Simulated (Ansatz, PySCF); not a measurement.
This singlet lies 2.64 eV below the relaxed triplet at the level frozen-core CCSD(T)/cc-pVTZ // PBE0-D3(BJ)/def2-TZVP (Ansatz, a quantum-chemistry and plane-wave program).

Cartesian coordinates (Å):
```xyz
4

O     -1.0604     0.2034    -0.0030
Si     0.3377     1.0546    -0.0014
Cl     1.7659    -0.4988     0.0056
H     -1.0432    -0.7593    -0.0011
```
Charge 0, spin multiplicity 1.

Estimate the total energy, HOMO, dipole moment, LUMO and HOMO–LUMO gap that PBE0-D3(BJ)/def2-TZVP (PySCF 2.14.0) returns for this input.


The total energy comes out as -825.2935 Ha. The HOMO is -7.62 eV and the dipole moment is 0.99 D. The LUMO comes out as -2.02 eV and the HOMO–LUMO gap is 5.61 eV.
